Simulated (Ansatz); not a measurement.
Basis-set series for BFH4OSn (`[BH2][SnH]([OH])[F]`). The species carries charge 0 and has multiplicity 1. Sn takes the def2 core potential. The structure was optimised at the PBE0-D4/def2-TZVP level. It is one conformer, not always the lowest.

```csv
functional,basis,functions,energy (Eh),HOMO (eV),LUMO (eV)
PBE0-D4,def2-TZVPP,199,-416.50695,-8.42,-3.20
PBE0-D4,def2-QZVPP,373,-416.52194,-8.45,-3.21
ωB97M-V,def2-TZVPP,199,-416.59925,-10.63,-1.23
ωB97M-V,def2-QZVPP,373,-416.61371,-10.65,-1.27
```

(1) Give the rows for def2-SVP. (Best estimate.)

## Answers

(1) Computed: 
| functional | basis | functions | energy (Eh) | HOMO (eV) | LUMO (eV) |
| --- | --- | --- | --- | --- | --- |
| PBE0-D4 | def2-SVP | 88 | -416.23609 | -8.24 | -3.11 |
| ωB97M-V | def2-SVP | 88 | -416.31940 | -10.44 | -1.04 |
